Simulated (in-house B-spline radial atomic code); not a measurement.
Ne³⁺. Computed with a B-spline radial atomic code. Model: all-electron spherical atom, spin shells full or empty, radial basis limit, no spin-orbit coupling: exact exchange with a local potential (Slater, KLI or optimised effective potential, whose far tail is KLI's), no correlation.

Exchange potential has not reached -1/r at the last radius.

The run also made RPA and GW results, which its time includes.

The Slater potential averages the orbital exchange potentials with the orbital densities as weights, KLI adds orbital constants, and the optimised effective potential minimises the exact-exchange energy among local potentials. So their energies lie above Hartree-Fock in the order OEP, KLI, Slater. All fall off as −1/r, unlike LDA and GGA exchange.

Command:
```bash
python run_gw.py task.json out
```
Settings (nuclear radius in fm, other lengths in bohr, energies in hartree):
```
Z                      10
electrons              7
configuration          [He] 2s2 2p3
hamiltonian            x2c
method                 oep
lmax                   9
rms_radius             3.0055
spin_polarised         True
box_radius             14.14
intervals              103
```

Time taken, with all properties: 2.9 s on 1 thread of Intel(R) Xeon(R) Platinum 8488C (Sapphire Rapids) (shared host).

Given: hamiltonian one-electron scalar X2C; mean-field start exchange-only OEP.

Computed: energy above Hartree-Fock 1.3184 millihartree.

```csv
radius (bohr),r times exchange potential up (hartree bohr),r times exchange potential down (hartree bohr)
0.005,-0.041279,-0.041763
0.00594,-0.049004,-0.049574
0.00705,-0.058104,-0.058776
0.00836,?,?
0.00993,-0.081568,-0.082494
0.0118,-0.096666,-0.097746
0.014,-0.11427,-0.11553
0.0166,-0.13481,-0.13627
0.0197,-0.1589,-0.16058
0.0234,-0.187,-0.18894
0.0278,?,?
0.033,-0.25616,-0.25864
0.0391,-0.29701,-0.29973
0.0464,-0.34254,-0.34553
0.0551,-0.39189,-0.39506
0.0654,-0.44342,-0.44678
0.0777,-0.49543,-0.4991
0.0922,-0.54417,-0.54844
0.109,-0.58492,-0.59127
0.13,-0.61444,-0.62599
0.154,-0.62228,-0.64583
0.183,-0.60217,-0.64619
0.217,-0.56095,-0.61652
0.258,-0.54874,-0.53509
0.306,-0.63438,-0.40252
0.363,-0.79215,-0.39302
0.431,-0.95102,-0.56494
0.512,-1.0897,-0.70149
0.608,-1.2074,-0.78723
0.722,-1.2962,-0.85519
0.857,-1.3449,-0.91213
1.02,-1.3501,-0.95417
1.21,-1.3188,-0.97943
1.43,-1.2674,-0.99234
1.7,-1.2082,-0.99769
2.02,-1.155,-0.99955
2.4,-1.1116,-0.99992
```

Question: What belongs in the row 0.00836?

Answer: r times exchange potential up (hartree bohr): -0.068804; r times exchange potential down (hartree bohr): -0.069591.

Question: What belongs in the row 0.0278?

Answer: r times exchange potential up (hartree bohr): -0.2194; r times exchange potential down (hartree bohr): -0.22159.

```
occupied  level (hartree)  Hartree-Fock level (hartree)
   1s up          -34.147                       -35.978
 1s down                ?                             ?
   2s up          -4.4694                       -4.6641
 2s down          -3.9297                       -3.9297
   2p up          -3.6198                       -3.6192
```

Question: What belongs in the row 1s down?

Answer: level (hartree): -34.156; Hartree-Fock level (hartree): -35.754.

```tsv
empty	level (hartree)
2p down	-3.0684
3s up	-1.4244
3s down	-1.3092
3p up	?
3p down	-1.1147
3d up	-1.0066
3d down	?
4s up	-0.69413
4s down	-0.66082
```

Question: What belongs in the row 3p up?

Answer: level (hartree): -1.2209.

Question: What belongs in the row 3d down?

Answer: level (hartree): -0.90787.

The highest level, 2p up, differs from Hartree-Fock by -0.016 eV and the deepest, 1s down, by +43.5 eV: a local potential can match the highest level but can't give each shell its own exchange.
